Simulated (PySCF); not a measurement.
What happened in this job?

A geometry optimisation on Cl2H4O3Si2Zr (singlet state). Theory: PySCF, PBE0-D3(BJ)/def2-SVP geometry optimisation, gas phase, def2 core potentials past Kr.

Driver input (Å, GFN1-xTB start):

```
{"job": {"xc": "PBE0", "basis": "def2-SVP", "d3": "d3bj", "grid": 1, "maxiter": 30, "shake": 0.03, "kind": "geom"}, "charge": 0, "multiplicity": 1}
Zr     0.2130    -1.5289     0.8706
Cl    -0.3981    -1.8644     3.0580
Cl     0.8891    -3.4388    -0.0372
O      1.6326    -0.1411     0.7772
Si     1.3795     1.2247    -0.0757
O     -0.1428     1.2644    -0.7418
Si    -1.5364     0.4111    -0.9225
O     -1.3850    -0.9507    -0.0910
H      1.4422     2.3721     0.9378
H      2.3424     1.2473    -1.0939
H     -2.6413     1.2180    -0.3215
H     -1.6799     0.1034    -2.3090
```

Output:

```
step   0  E = -1773.53838311  max force = 0.041886
step   1  E = -1773.55884006  max force = 0.015547
step   2  E = -1773.56182171  max force = 0.014655
step   3  E = -1773.56393697  max force = 0.009200
step   4  E = -1773.56443083  max force = 0.007088
step   5  E = -1773.56480514  max force = 0.002309
step   6  E = -1773.56485220  max force = 0.001169
step   7  E = -1773.56485080  max force = 0.001350
step   8  E = -1773.56483996  max force = 0.001394
step   9  E = -1773.56484615  max force = 0.000758
step  10  E = -1773.56484572  max force = 0.000474
step  11  E = -1773.56484476  max force = 0.000410
step  12  E = -1773.56484426  max force = 0.000439
step  13  E = -1773.56484404  max force = 0.000448
step  14  E = -1773.56484392  max force = 0.000452
step  15  E = -1773.56484379  max force = 0.000455
step  16  E = -1773.56484367  max force = 0.000458
step  17  E = -1773.56484355  max force = 0.000460
step  18  E = -1773.56484341  max force = 0.000462
step  19  E = -1773.56484328  max force = 0.000464
step  20  E = -1773.56484315  max force = 0.000465
step  21  E = -1773.56484302  max force = 0.000466
step  22  E = -1773.56484287  max force = 0.000466
step  23  E = -1773.56484274  max force = 0.000469
step  24  E = -1773.56484260  max force = 0.000469
step  25  E = -1773.56484246  max force = 0.000470
step  26  E = -1773.56484232  max force = 0.000471
step  27  E = -1773.56484218  max force = 0.000471
step  28  E = -1773.56484205  max force = 0.000472
step  29  E = -1773.56484189  max force = 0.000472
step  30  E = -1773.56484174  max force = 0.000472
optimisation not converged
```

Energies are in Eh and forces in Eh/bohr.

Problem. Which diagnosis fits best?
A. step limit reached with the energy nearly constant
B. step limit reached with the energy going up and down
C. step limit reached while the energy was still falling

Solution. A. After 31 gradient evaluations the largest force component was 0.00047 Eh/bohr against a threshold of 0.00045, and over the last 5 steps the energy changed by 0.000 kcal/mol in all, within a range of 0.000 kcal/mol, the last step by 0.000 kcal/mol. The energy rose in 2 of the 30 steps.

Problem. How can it be mended?

Solution. Restart from the last geometry, if need be with a computed Hessian or a finer grid, and confirm the end point by frequencies.

Time: 16 min; peak memory 0.76 GiB. Hardware: one thread, AMD EPYC 7571 (x86_64), shared host with 64 logical CPUs at a one-minute load of 24.
